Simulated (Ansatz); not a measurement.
The cluster Si16Bi. Charge 0, multiplicity 2. Geometry r2SCAN-D4/def2-SVP, basis def2-TZVP, Ansatz.

```xyz
17

Bi    0.0501   -1.8686   -2.6557
Si    2.2830    1.3604   -0.7780
Si    0.5991   -1.9246    1.3660
Si    1.6493   -1.1481   -0.5760
Si   -0.3406    0.8118   -2.5334
Si   -2.1734   -0.0789   -1.3771
Si    1.0098   -0.6925    3.3354
Si   -1.7307   -1.5861    0.6926
Si   -1.3007   -1.2234    3.2211
Si   -1.6474    1.0583    0.6423
Si    0.6154    0.5335    1.1496
Si    1.0499    2.6609   -2.6062
Si   -2.4376   -2.4287   -1.4094
Si    1.7643    2.6603    1.1147
Si   -0.0444    2.5220   -0.5129
Si    3.7548   -0.4150   -1.2493
Si   -3.1010   -0.2412    2.1762
```

```csv
run,HOMO (eV),LUMO (eV)
A,-4.91,-4.53
B,-4.98,-4.34
C,-5.44,-3.84
D,-4.83,-4.30
```

In the def2 sets Bi takes a core potential; there is no spin–orbit coupling. Single mean-field runs in def2-TZVP are fitted with def2-universal-jkfit. Another isomer (doublet) lies 2.32 eV lower at PBE0-D4/def2-TZVP; other spin states weren't run for this one.

HOMO and LUMO are taken over both spins.

The runs used LDA (SPW92), PBE, PBE0, r2SCAN. Estimate which is which.

A LDA (SPW92) (0 % exact exchange); B r2SCAN (0 % exact exchange); C PBE0 (25 % exact exchange); D PBE (0 % exact exchange). Exact exchange lowers occupied and raises empty levels; among semilocal functionals meta-GGAs tend to open the gap a little, and such runs are hard to tell apart. The gap grows from 0.38 eV (LDA (SPW92)) to 1.60 eV (PBE0).
